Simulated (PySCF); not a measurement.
Structure problem from calculated spectra and properties.

Elements present: C, F and H. Monoisotopic mass: 110.0532 u.

| Item | Value |
| --- | --- |
| Rotational structure | rotational constants A, B, C: 5.525, 1.432, 1.145 GHz [PBE0-D3(BJ)/def2-SVP] |
| Dipole | 1.87 D [PBE0/pcSseg-1] |
| Couplings | largest of the computed one-bond spin–spin couplings (means over like bonds): 19F–13C -312.7, 13C–1H +169.1 (×2), 13C–1H +164.9 (×2), 13C–1H +133.1 (×3), 13C–13C +75.7 (×2), 13C–13C +64.4 (×2), 13C–13C +62.6 (×2), 13C–13C +48.6 Hz [B3LYP/pcJ-1, spin–dipole term left out for some pairs] |
| NMR, other nuclei | isotropic shieldings of nuclei other than C and H, by class: 294 (1 F) ppm [GIAO PBE0/pcSseg-1] |
| 1H NMR | chemical shifts (computed TMS as zero) by class: 7.26 (2 H), 7.06 (2 H), 2.35 (3 H) ppm [GIAO PBE0/pcSseg-1] |
| 13C NMR | chemical shifts (computed TMS as zero) by class: 168.6 (1 C), 137.5 (1 C), 135.9 (2 C), 120.4 (2 C), 22.4 (1 C) ppm [GIAO PBE0/pcSseg-1] |

The electronic properties come from PySCF, for the isolated species, density fitting. Levels stand in brackets. Geometry: PBE0-D3(BJ)/def2-SVP; no solvent, vibrations or thermal averaging. NMR classes are plain means over equivalent atoms (diastereotopic ones count apart unless rotation or inversion swaps them), as if these changed places fast.

Q: Which formula fits the mass and the elements?

A: C7H7F (calculated 110.0532). No other formula that holds each of these elements comes within 0.0003 u with a fitting electron parity and a possible valence count.

Q: What is the compound? Reason from the data.

A: Numbering: `[CH3:1][c:2]1[cH:3][cH:4][c:5]([F:6])[cH:7][cH:8]1`. Its formula, C7H7F, gives 4 degrees of unsaturation: 1 ring and 3 π bonds in the structure found (Kekulé form). 7 carbons fall into 5 classes; from least to most shielded: aromatic C–F carbon [C5] (168.6 ppm), substituted aromatic carbon [C2] (137.5 ppm), aromatic CH carbon [C3/C8] (135.9 ppm, 2 C), aromatic CH carbon [C4/C7] (120.4 ppm, 2 C), benzylic-type carbon [C1] (22.4 ppm). Hydrogen classes from least to most shielded: 2 H on 2 aromatic CH carbons, C3/C8 (7.26 ppm), 2 H on 2 aromatic CH carbons, C4/C7 (7.06 ppm), 3 H on a benzylic-type carbon, C1 (2.35 ppm). The other shieldings belong to: 294 ppm, aryl fluorine [F6]. The couplings run between: -312.7 Hz, aryl fluorine [F6] and aromatic C–F carbon [C5]; +169.1 Hz, aromatic CH carbon [C4] and its hydrogen (with 1 like pair); +164.9 Hz, aromatic CH carbon [C3] and its hydrogen (with 1 like pair); +133.1 Hz, benzylic-type carbon [C1] and its hydrogen (with 2 like pairs); +75.7 Hz, aromatic CH carbon [C4] and aromatic C–F carbon [C5] (with 1 like pair); +64.4 Hz, aromatic CH carbon [C3] and aromatic CH carbon [C4] (with 1 like pair); +62.6 Hz, substituted aromatic carbon [C2] and aromatic CH carbon [C3] (with 1 like pair); +48.6 Hz, benzylic-type carbon [C1] and substituted aromatic carbon [C2]. The optimised geometry has point group Cs and is an asymmetric top. Structure: `Cc1ccc(F)cc1`. Computed isomers that give other values at the same levels: `Cc1ccccc1F` (13C chemical shifts (computed TMS as zero) by class: 169.1 (1 C), 136.7 (1 C), 133.0 (1 C), 130.3 (1 C), 128.5 (1 C), 119.8 (1 C), 17.7 (1 C) ppm). The assignments are read from this structure; whether some other isomer fits the data as well wasn't checked.
